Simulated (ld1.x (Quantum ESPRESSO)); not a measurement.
lanthanum (La), TM: configuration errors across variants

ld1.x (Quantum ESPRESSO) 7.5 input, shortened:

```
&input
   title='La', zed=57., rel=1, dft='PZ', iswitch=3,
   config='[Xe] 4f1 5d0 6s2 6p0'
 /
 &inputp
   pseudotype=2, tm=.true., lloc=2,
   nlcc=.false.
 /
4
6S  1  0   2.00   0.00  3.40  3.40  0.0
6P  2  1   0.00   0.00  4.20  4.20  0.0
4F  4  3   1.00   0.00  2.00  2.00  0.0
5D  3  2   0.00   0.00  2.55  2.55  0.0
 &test
   configts(1)='4f1 5d0 6s2 6p0'
 /
```

All-electron excitation energies from the reference (eV): (1) 4f0 5d1 6s2 6p0 -0.606; (2) 4f0 5d1 6s0 6p0 16.709; (3) 4f0 5d2 6s0 6p0 5.704; (4) 4f1 5d1 6s0 6p0 6.471; (5) 4f0 5d1 6s1.5 6p0 1.876; (6) 4f1 5d0 6s2 6p0 spin -0.113; (7) 4f0 5d1 6s2 6p0 spin -0.704.

Spin tests fill each open shell by Hund’s rule, majority spin first.

Tests that are not counted but printed errors over 1 eV. “base”: 4f0 5d1 6s1 6p0 (solver errors, printed error -1.8 eV); 4f0 5d0 6s2 6p1 (solver errors, printed error -18.8 eV). “all radii scaled by about 0.84 (s 2.84, p 3.52, d 2.14, f 1.68 bohr)”: 4f0 5d0 6s2 6p1 (solver errors, printed error -2.0 eV). “all radii scaled by about 0.88 (s 3.00, p 3.72, d 2.26, f 1.76 bohr)”: 4f0 5d0 6s2 6p1 (solver errors, printed error -1.8 eV). “all radii scaled by about 1.10 (s 3.72, p 4.60, d 2.80, f 2.20 bohr)”: 4f0 5d1 6s2 6p0 (spin-polarised) (solver errors, printed error -33.5 eV); 4f1 5d0 6s2 6p0 (spin-polarised) (solver errors, printed error -25.6 eV); 3 more. “all radii scaled by about 1.16 (s 3.94, p 4.86, d 2.94, f 2.32 bohr)”: 4f0 5d1 6s2 6p0 (spin-polarised) (solver errors, printed error -34.1 eV); 4f1 5d0 6s2 6p0 (spin-polarised) (solver errors, printed error -25.5 eV); 3 more.

1 further variants failed, have other tests or too few solved ones, and are left out.

A true bound ghost makes a file unfit for plane-wave use even where its test errors are small: the radial tests pick states by their node count and pass the ghost by. Where a test does run into it, the solver fails or the error is huge.

Errors AE − PS in meV (a dash: test not solved or not reliable):

```csv
change,(1),(2),(3),(4),(5),(6),(7),bound ghosts
base,+826,+793,+1354,+102,+811,+879,+1014,"s, p"
"all radii scaled by about 0.84 (s 2.84, p 3.52, d 2.14, f 1.68 bohr)",+489,+434,+1153,+188,+455,+815,+692,"s, p"
"all radii scaled by about 0.88 (s 3.00, p 3.72, d 2.26, f 1.76 bohr)",+627,+586,+1236,+142,+604,+847,+821,"s, p"
"all radii scaled by about 1.10 (s 3.72, p 4.60, d 2.80, f 2.20 bohr)",+944,+916,+1430,+93,–,–,–,"s, p"
"all radii scaled by about 1.16 (s 3.94, p 4.86, d 2.94, f 2.32 bohr)",+1001,+970,+1461,+91,–,–,–,"s, p"
"all radii scaled by about 1.26 (s 4.28, p 5.28, d 3.20, f 2.52 bohr)",+1110,+1054,+1499,+87,+1091,–,+1291,"s, p"
"all radii scaled by about 1.32 (s 4.48, p 5.52, d 3.36, f 2.64 bohr)",+1162,+1078,+1503,+86,+1139,–,+1339,"s, p"
"all radii scaled by about 1.40 (s 4.74, p 5.86, d 3.56, f 2.80 bohr)",+1210,+1088,+1498,+85,+1182,–,+1382,s
```

Problem. Give the same row for: all radii scaled by about 0.97 (s 3.30, p 4.06, d 2.46, f 1.94 bohr).

Solution. +783, +744, +1329, +112, +766, +869, +973; bound ghosts: s, p. Not counted: 4f0 5d0 6s2 6p1 (solver errors, printed error -18.9 eV).
